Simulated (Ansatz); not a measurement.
System: CH3Br2Ga (charge 0, singlet). SMILES: [CH3][Ga]([Br])[Br]
Structure (B3LYP-D3(BJ)/def2-TZVP (Ansatz, a quantum-chemistry and plane-wave program) minimum search):
```
Ga
C 1 1.9610
H 2 1.0882 1 110.03
H 2 1.0886 3 110.49 1 121.25
H 2 1.0908 3 109.18 4 119.66
Br 1 2.3034 2 122.81 3 -23.83
Br 1 2.3037 2 122.38 3 156.89
```
Charge 0, spin multiplicity 1.

Property: vertical ionisation energy (to the doublet state of charge +1; each state is the SCF solution reached for its spin), in eV. Correlated levels leave the core frozen unless marked. UHF or UKS for open shells. Spin-orbit coupling is left out. The frozen core is the preceding noble-gas configuration, with the filled d and f shells of earlier blocks. Non-relativistic. CBS(X,Y): correlation extrapolated as X^-3; Hartree-Fock from the larger set. [CCSD(T)-MP2]/basis is that difference in the basis named.

```json
[
 {"level": "HF/aug-cc-pVDZ", "program": "Ansatz", "vertical ionisation energy (eV)": "9.87"}
]
```

Task: What does RI-MP2/CBS(aug-cc-pVTZ,aug-cc-pVQZ)+[CCSD(T)-MP2]/aug-cc-pVTZ (Ansatz) give?

Result: 10.76 eV
